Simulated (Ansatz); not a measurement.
Reaction (formal hydrolysis of the Hf–Cl bond): `[F][Hf]12345678([Cl])([C@H]9[C@@H]1[C@@H]2[C@@H]3[C@H]94)[C@H]1[C@@H]5[C@@H]6[C@@H]7[C@H]18` + H₂O → `[OH][Hf]12345678([F])([C@H]9[C@@H]1[C@@H]2[C@@H]3[C@H]94)[C@H]1[C@@H]5[C@@H]6[C@@H]7[C@H]18` + HCl

Calculated with Ansatz (gas phase, PBE0-D4/def2-TZVP geometries, no zero-point term in ΔE). CCSD(T)/CBS adds triple-zeta CCSD(T) − MP2 to the extrapolated MP2 energy (def2 sets, frozen cores). This one scheme is used for every species. DFT in def2-TZVPP. def2 core potentials past Kr. For Hf outer-core shells are correlated without core-valence functions, which leaves a few kJ/mol of doubt a bond. Each species was taken in one conformer, which may not be the lowest.

`[F][Hf]12345678([Cl])([C@H]9[C@@H]1[C@@H]2[C@@H]3[C@H]94)[C@H]1[C@@H]5[C@@H]6[C@@H]7[C@H]18`:

Cartesian coordinates in Å:
```
F 0.555 2.376 -0.034
Hf -0.080 0.583 -0.384
Cl -1.216 0.940 -2.485
C -1.514 1.304 1.579
C -0.818 0.138 1.965
C -1.323 -0.941 1.196
C -2.291 -0.431 0.317
C -2.405 0.962 0.551
C 1.743 -0.999 0.308
C 2.397 0.155 -0.163
C 2.144 0.268 -1.546
C 1.352 -0.832 -1.935
C 1.090 -1.611 -0.792
H -1.330 2.300 1.953
H -0.062 0.075 2.734
H -1.013 -1.972 1.272
H -2.838 -0.992 -0.427
H -3.043 1.641 0.007
H 1.749 -1.362 1.325
H 2.948 0.864 0.437
H 2.471 1.073 -2.188
H 0.972 -1.016 -2.927
H 0.511 -2.522 -0.764
```

H₂O:

```xyz
3

O     0.261    0.243    0.156
H     0.167    0.003   -0.768
H    -0.429   -0.245    0.611
```

`[OH][Hf]12345678([F])([C@H]9[C@@H]1[C@@H]2[C@@H]3[C@H]94)[C@H]1[C@@H]5[C@@H]6[C@@H]7[C@H]18`:

Cartesian coordinates in Å:
```
O -1.401 -1.508 -1.196
Hf -0.229 -0.037 -0.577
F -0.038 1.012 -2.206
C 1.463 -1.219 0.888
C 2.039 0.031 0.546
C 2.302 0.024 -0.835
C 1.888 -1.222 -1.354
C 1.388 -1.993 -0.285
C -1.642 2.016 -0.049
C -2.486 0.900 0.097
C -2.025 0.145 1.200
C -0.893 0.792 1.728
C -0.645 1.946 0.946
H -1.113 -2.267 -1.700
H 1.160 -1.533 1.876
H 2.243 0.843 1.228
H 2.697 0.846 -1.412
H 1.933 -1.520 -2.391
H 0.985 -2.993 -0.351
H -1.702 2.757 -0.832
H -3.311 0.636 -0.546
H -2.452 -0.784 1.550
H -0.317 0.472 2.583
H 0.156 2.656 1.092
```

HCl:

Cartesian coordinates in Å:
```
Cl 0.453 -0.325 -0.314
H -0.453 0.325 0.314
```

```
             level  ΔE (kcal/mol)
            revPBE           11.4
           r2SCAN0           13.8
  CCSD(T)/def2-SVP           10.3
SCS-MP2/def2-QZVPP           14.6
```

(1) What does CCSD(T)/CBS give? (An estimate is asked.)

Largest T1 diagnostic among the species: 0.012.

## Answers

(1) The calculation gave: +14.3 kcal/mol. The listed levels differ from it by -2.9, -0.5, -4.0, 0.3 kcal/mol.

The D4 term adds +1.3 kcal/mol with B3LYP and +0.7 kcal/mol with PBE0; it sums over pairs of atoms, weighted by their polarisabilities, and B3LYP, whose exchange is more repulsive, gets the larger term. Leaving LDA and LC-ωPBE aside and taking each functional with its dispersion term where it has one, the values, not all of them listed here, spread over 4.5 kcal/mol, from BLYP-D4 to PBE-QIDH.

B3LYP here is the variant with VWN-RPA as its local correlation; programs differ in this.
